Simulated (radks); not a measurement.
Values are calculated unless marked as measured or tabulated.
Task: These are the eigenvalues of the occupied orbitals of an atom or ion with whole-number occupations (eV). Level of theory: Dirac Kohn-Sham, PBEsol, spin-unpolarised, spherical densities, finite nucleus; Fermi nuclear charge, rms radius of each element as measured or else 0.836 A^(1/3) + 0.57 fm (a radial shooting solver on a logarithmic mesh with Libxc functionals).

1s1/2: -32451.87
2s1/2: -5684.503
2p1/2: -5384.750
2p3/2: -5109.021
3s1/2: -1742.388
3p1/2: -1620.278
3p3/2: -1565.652
3d3/2: -1354.546
3d5/2: -1342.751

Which element is it, and in what charge state? The configuration may be excited. Open shells, if any, fill j = l - 1/2 first.

Result: Z = 52, tellurium, charge +25: Te25+ in [Ar] 3d9. The list shows which subshells hold electrons but not how many an open one holds; the 1s level, -1192.6 hartree, gives Z - s = 48.8 by -(Z - s)^2/2, which with screening and relativity narrows Z to a few neighbours, and the depths of the outer levels then fix element, charge and occupations together.
